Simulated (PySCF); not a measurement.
ZrFCl3 (singlet state).
Bonds: Zr1–F2, Zr1–Cl3, Zr1–Cl4, Zr1–Cl5.

Computed, not measured: PBE0-D3(BJ)/def2-SVP geometry optimisation, gas phase, def2 core potentials past Kr in PySCF 2.14.0.

Problem. How far are the bound atoms from Zr1?

Solution. 4 atoms: F2 1.883 Å, Cl5 2.324 Å, Cl4 2.325 Å, Cl3 2.327 Å.

Problem. List the angles at Zr1.

Solution. 
```tsv
angle	degrees	distance of the outer atoms (Å)
F2–Zr1–Cl4	110.0	3.46
F2–Zr1–Cl5	110.0	3.45
F2–Zr1–Cl3	109.9	3.46
Cl3–Zr1–Cl4	109.4	3.80
Cl3–Zr1–Cl5	109.3	3.79
Cl4–Zr1–Cl5	108.2	3.77
```

Problem. What is the shape at Zr1?

Solution. Tetrahedral: angles from 108.2° to 110.0°; τ4 = (360° − α − β)/141° = 0.99 with α and β the two widest (0 for a square, 1 for a tetrahedron). Differences among atoms that C3v makes equivalent are scatter left by the optimiser.

Point group: C3v (tolerance 0.08 Å). Charge 0, singlet. Not checked by PBE0-D3(BJ)/def2-SVP frequencies.
